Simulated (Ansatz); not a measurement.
Problem. Name a neutral molecule of C, F, Sn and H with zero-point energy (PBE0-D4/def2-TZVP) between 149 and 165 kJ/mol and LUMO energy (PBE/def2-TZVPP) between -2.25 and -1.95 eV (Ansatz, PBE0-D4/def2-TZVP geometry).

Solution. `C=[CH][SnH2][F]` (150.7 kJ/mol, -1.99 eV). Other molecules can fit too; these were computed, each in one conformer that needn't be the lowest.
